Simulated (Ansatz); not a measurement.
Cl$_{2}$H$_{2}$O$_{3}$W, SMILES `[O]=[W]([OH])([OH])([Cl])[Cl]`, relaxed with RKS PBE0-D4/def2-TZVP in Ansatz 0.2.0 from a PBE-D4/def2-SVP geometry. The force threshold is 0.005 eV/Å; the program also tests the step.

The species carries charge 0 and has multiplicity 1. W takes the def2 core potential.

Start:

```xyz
8

O     0.793   -0.213    1.866
W     0.046    0.190    0.389
O     0.763   -0.848   -1.064
O    -1.374   -1.055    0.347
Cl   -1.445    1.936    0.753
Cl    1.573    1.805   -0.386
H     1.582   -0.528   -1.488
H    -1.938   -1.287   -0.417
```

```csv
step,energy (eV),largest force (eV/Å),largest move (Å)
1,-33039.8266,1.165,0.000
2,-33039.8813,0.283,0.063
3,-33039.8909,0.096,0.038
4,-33039.8918,0.060,0.015
5,-33039.8921,0.031,0.005
6,-33039.8922,0.010,0.005
7,-33039.8923,0.013,0.009
8,-33039.8923,0.002,0.002
```

End:

```xyz
8

O     0.775   -0.213    1.844
W     0.047    0.181    0.385
O     0.773   -0.846   -1.041
O    -1.362   -1.040    0.341
Cl   -1.419    1.912    0.748
Cl    1.543    1.799   -0.384
H     1.563   -0.527   -1.484
H    -1.919   -1.266   -0.410
```

It took 15 s on 4 threads of an AMD EPYC 9R45 on a shared host, with 0.73 GiB of host memory at the peak.
